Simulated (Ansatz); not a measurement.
`CS[SiH2]N` from Hartree–Fock to CCSD(T)

Cartesian coordinates in Å:
```
C 0.3231 -1.6468 -0.8057
S -1.2336 -0.7153 -0.8602
Si -0.5480 1.1595 -0.1135
N 0.1049 1.1538 1.4678
H 0.7284 -1.6670 0.2060
H 1.0570 -1.2216 -1.4908
H 0.0999 -2.6671 -1.1158
H -1.7652 2.0040 -0.1916
H 0.5476 1.6799 -0.9726
H -0.4125 0.8141 2.2613
H 1.0984 1.1065 1.6151
```

Charge 0, multiplicity 1. All single points use the PBE0-D4/def2-TZVP geometry. It is one conformer, not always the lowest. Frozen core, restricted reference, the Gaussian-basis code of Ansatz. CBS rows extrapolate triple and quadruple zeta; past MP2 they add the triple-zeta difference.

| basis | HF (Eh) | MP2 corr. |
| --- | --- | --- |
| def2-SVP | -782.61737 | -0.54755 |
| def2-TZVPP | -782.97784 | -0.69695 |
| def2-QZVPP | -783.00331 | -0.74970 |

Question: Estimate the CCSD correlation energy and the (T) correction in each basis where they were run (hartree).

Answer: 
```csv
basis,CCSD corr.,(T)
def2-SVP,-0.60340,-0.01642
def2-TZVPP,-0.74800,-0.03020
CBS(def2),-0.83982,as TZ
```
